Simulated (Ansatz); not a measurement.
Frontier orbitals of BGeH$_{7}$Si (`B[SiH2][GeH3]`).

The species carries charge 0 and has multiplicity 1. Correlated methods include outer-core shells of Ge, which these sets cover unevenly. Scalar relativity is left out up to krypton. All single points use the PBE0-D4/def2-TZVP geometry. Basis def2-TZVPP, Ansatz 0.2.0.

```json
{"functional": "ωB97M-V", "HOMO (eV)": "-9.89", "LUMO (eV)": "-0.59"}
```

(1) Give HOMO and LUMO (eV) with LDA (SPW92), PBE, revPBE, BLYP, r2SCAN, B97M-V, PBE0, B3LYP, r2SCANh, r2SCAN0, HSE06 (plane-wave form), BHLYP, CAM-B3LYP, LC-ωPBE, ωB97X-V, HF. (Estimate.)

## Answers

(1) The calculation gave: 
```csv
functional,HOMO,LUMO
LDA (SPW92),-6.94,-3.66
PBE,-6.84,-3.42
revPBE,-6.80,-3.31
BLYP,-6.70,-3.24
r2SCAN,-7.08,-3.12
B97M-V,-7.18,-3.27
PBE0,-7.89,-2.48
B3LYP,-7.69,-2.67
r2SCANh,-7.47,-2.80
r2SCAN0,-8.04,-2.32
HSE06 (plane-wave form),-7.50,-2.86
BHLYP,-8.81,-1.45
CAM-B3LYP,-9.12,-1.39
LC-ωPBE,-10.40,-0.25
ωB97X-V,-10.08,-0.35
HF,-10.26,0.95
```

B3LYP here is the variant with VWN-RPA as its local correlation; programs differ in this. LC-ωPBE has ω = 0.4 bohr⁻¹.
